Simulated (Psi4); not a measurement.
acetylene (C2H2), singlet, geometry from GFN2-xTB; Psi4 with PBE0/def2-SVP.

Psi4 was given this input:
```
memory 2 GB

molecule {
0 1
C    -0.00000000   -0.00000000   -0.59686216
C     0.00000000    0.00000000    0.59686216
H     0.00000000    0.00000000    1.64657465
H    -0.00000000   -0.00000000   -1.64657465
}

set {
  basis def2-svp
  scf_type pk
  puream true
  d_convergence 1e-8
  dft_radial_points 99
  dft_spherical_points 590
}

energy('pbe0')
print_variables()
```

Question: Predict the main parts of the log of this Psi4 run.

Answer: 
```
   => Loading Basis Set <=

    Name: DEF2-SVP
    Role: ORBITAL
    Keyword: BASIS

         ---------------------------------------------------------
                                   SCF
               by Justin Turney, Rob Parrish, Andy Simmonett
                          and Daniel G. A. Smith
                              RKS Reference
         ---------------------------------------------------------

  ==> Geometry <==

    Molecular point group: d2h
    Full point group: D_inf_h

    Geometry (in Angstrom), charge = 0, multiplicity = 1:

       Center              X                  Y                   Z               Mass
    ------------   -----------------  -----------------  -----------------  -----------------
         C            0.000000000000     0.000000000000    -0.596862160000    12.000000000000
         C            0.000000000000     0.000000000000     0.596862160000    12.000000000000
         H            0.000000000000     0.000000000000     1.646574650000     1.007825032230
         H            0.000000000000     0.000000000000    -1.646574650000     1.007825032230

  Running in d2h symmetry.

  Rotational constants: A = ************  B =      1.20285  C =      1.20285 [cm^-1]
  Rotational constants: A = ************  B =  36060.60287  C =  36060.60287 [MHz]
  Nuclear repulsion =   24.999397826614324

  Charge       = 0
  Multiplicity = 1
  Electrons    = 14
  Nalpha       = 7
  Nbeta        = 7

  ==> Algorithm <==

  SCF Algorithm Type is PK.
  DIIS enabled.
  MOM disabled.
  Fractional occupation disabled.
  Guess Type is SAD.
  Energy threshold   = 1.00e-06
  Density threshold  = 1.00e-08
  Integral threshold = 1.00e-12

  ==> Primary Basis <==

  Basis Set: DEF2-SVP
    Blend: DEF2-SVP
    Number of shells: 18
    Number of basis functions: 38
    Number of Cartesian functions: 40
    Spherical Harmonics?: true
    Max angular momentum: 2

  ==> DFT Potential <==

   => LibXC <=

    Version 7.1.2
    S. Lehtola, C. Steigemann, M. J. T. Oliveira, and M. A. L. Marques,  SoftwareX 7, 1–5 (2018) (10.1016/j.softx.2017.11.002)

   => Composite Functional: PBE0 <=

    PBE0 Hyb-GGA Exchange-Correlation Functional

    C. Adamo and V. Barone,  J. Chem. Phys. 110, 6158 (1999) (10.1063/1.478522)
    M. Ernzerhof and G. E. Scuseria,  J. Chem. Phys. 110, 5029 (1999) (10.1063/1.478401)

    Deriv               =              1
    GGA                 =           TRUE
    Meta                =          FALSE

[...]
   @RKS iter   6:   -77.16707804056446   -1.01511e-09   5.42308e-07 DIIS
   @RKS iter   7:   -77.16707804060684   -4.23768e-11   3.01141e-08 DIIS
   @RKS iter   8:   -77.16707804060705   -2.13163e-13   1.20733e-09 DIIS
  Energy and wave function converged.

  ==> Post-Iterations <==

   Electrons on quadrature grid:
      Ntotal   =   14.0000000280 ; deviation = 2.802e-08

    Orbital Energies [Eh]
    ---------------------

    Doubly Occupied:

[...]
       1B3u   -0.307214

    Virtual:

[...]
      10B1u    4.085907

    Final Occupation by Irrep:
             Ag   B1g   B2g   B3g    Au   B1u   B2u   B3u
    DOCC [     3,    0,    0,    0,    0,    2,    1,    1 ]
    NA   [     3,    0,    0,    0,    0,    2,    1,    1 ]
    NB   [     3,    0,    0,    0,    0,    2,    1,    1 ]

  @RKS Final Energy:   -77.16707804060705

   => Energetics <=

    Nuclear Repulsion Energy =             24.9993978266143237
    One-Electron Energy =                -152.2323993229794041
    Two-Electron Energy =                  58.7178828622571558
    DFT Exchange-Correlation Energy =      -8.6519594064991363
    Empirical Dispersion Energy =           0.0000000000000000
    VV10 Nonlocal Energy =                  0.0000000000000000
    Total Energy =                        -77.1670780406070520

Computation Completed

Properties will be evaluated at   0.000000,   0.000000,   0.000000 [a0]

Properties computed using the SCF density matrix

 Multipole Moments:

 ------------------------------------------------------------------------------------
     Multipole            Electronic (a.u.)      Nuclear  (a.u.)        Total (a.u.)
 ------------------------------------------------------------------------------------

 L = 1.  Multiply by 2.5417464519 to convert [e a0] to [Debye]
 Dipole X            :          0.0000000            0.0000000            0.0000000
 Dipole Y            :          0.0000000            0.0000000            0.0000000
 Dipole Z            :          0.0000000            0.0000000            0.0000000
 Magnitude           :                                                    0.0000000

 ------------------------------------------------------------------------------------

  Variable Map:
  ----------------------------------------------------------------------------
[...]
  Array Variable Map:
  ----------------------------------------------------------------------------
[...]
[...]
```
